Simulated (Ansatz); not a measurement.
Frontier orbitals of `C[C]1=[CH][AlH]1`.

```json
{"atom": "C1", "x (Å)": "0.034", "y (Å)": "-0.057", "z (Å)": "-1.393"}
{"atom": "C2", "x (Å)": "-0.098", "y (Å)": "-0.067", "z (Å)": "0.084"}
{"atom": "C3", "x (Å)": "0.668", "y (Å)": "0.548", "z (Å)": "1.038"}
{"atom": "Al4", "x (Å)": "-0.709", "y (Å)": "-0.411", "z (Å)": "1.810"}
{"atom": "H5", "x (Å)": "0.890", "y (Å)": "0.540", "z (Å)": "-1.728"}
{"atom": "H6", "x (Å)": "0.148", "y (Å)": "-1.075", "z (Å)": "-1.776"}
{"atom": "H7", "x (Å)": "-0.872", "y (Å)": "0.344", "z (Å)": "-1.856"}
{"atom": "H8", "x (Å)": "1.543", "y (Å)": "1.175", "z (Å)": "0.861"}
{"atom": "H9", "x (Å)": "-1.606", "y (Å)": "-0.998", "z (Å)": "2.960"}
```

Charge 0, multiplicity 1. The geometry is a stationary point of PBE0-D4/def2-TZVP. Basis def2-TZVPP, Ansatz.

Orbital energies of one run (eV). Highest occupied ones, from the top: -6.37, -7.72, -7.95, -10.48, -11.50, -11.56, -12.45, -14.05, -19.19, -21.77, -73.28, -73.32, -73.47, -113.37. Empty: -0.66, -0.03, 0.34, 0.41, 1.89, 2.77.

**Question.** Which functional gave them?
A. LDA (SPW92)
B. ωB97X-V
C. revPBE
D. PBE0

**Answer.** D. HOMO energies: PBE0 -6.37, revPBE -5.19, ωB97X-V -8.67, LDA (SPW92) -5.34 eV.
